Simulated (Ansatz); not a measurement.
CaF₂⁻. Charge -1, multiplicity 2. Geometry PBE0-D4/def2-TZVPD.

```csv
atom,x (Å),y (Å),z (Å)
Ca1,0.2265,0.0695,-0.6426
F2,-1.4272,1.1045,-0.0187
F3,1.2007,-1.1740,0.6613
```

B3LYP takes the VWN-RPA correlation. At PBE-D4/def2-TZVPD, r2SCAN-D4/def2-TZVPD, B3LYP-D4/def2-TZVPD, PBE0-D4/def2-SVPD and others the highest occupied level of the charge -1 doublet lies above zero (up to 1.09 eV). By energy differences its removal costs 0.88 eV (vertical, to the charge 0 singlet, at PBE-D4/def2-TZVPD); a positive level beside a positive removal energy at the same level points to self-interaction error. The structure comes from a short search, and lower isomers may exist.

Estimate the α-spin orbital energies around the gap (eV) in Ansatz with PBE-D4/def2-TZVPD, r2SCAN-D4/def2-TZVPD, B3LYP-D4/def2-TZVPD, PBE0-D4/def2-SVPD, PBE0-D4/def2-TZVPD.


| orbital | PBE-D4/def2-TZVPD | r2SCAN-D4/def2-TZVPD | B3LYP-D4/def2-TZVPD | PBE0-D4/def2-SVPD | PBE0-D4/def2-TZVPD |
| --- | --- | --- | --- | --- | --- |
| HOMO−5 | -3.10 | -3.44 | -4.63 | -5.12 | -4.96 |
| HOMO−4 | -2.99 | -3.34 | -4.50 | -4.97 | -4.82 |
| HOMO−3 | -2.95 | -3.30 | -4.48 | -4.94 | -4.80 |
| HOMO−2 | -2.92 | -3.27 | -4.44 | -4.90 | -4.76 |
| HOMO−1 | -2.75 | -3.11 | -4.29 | -4.76 | -4.61 |
| HOMO | 1.09 | 1.04 | 0.70 | 0.46 | 0.55 |
| LUMO | 2.38 | 2.46 | 2.77 | 2.67 | 2.78 |
| LUMO+1 | 2.98 | 3.23 | 3.41 | 3.31 | 3.50 |
| LUMO+2 | 3.08 | 3.23 | 3.47 | 3.35 | 3.50 |
| LUMO+3 | 4.21 | 4.59 | 4.75 | 4.22 | 4.93 |
| LUMO+4 | 4.28 | 4.65 | 5.00 | 5.05 | 5.22 |
| LUMO+5 | 4.57 | 4.77 | 5.11 | 5.05 | 5.31 |
| β HOMO | -2.74 | -3.11 | -4.28 | -4.75 | -4.60 |
| β LUMO | 2.11 | 1.94 | 2.33 | 2.59 | 2.72 |
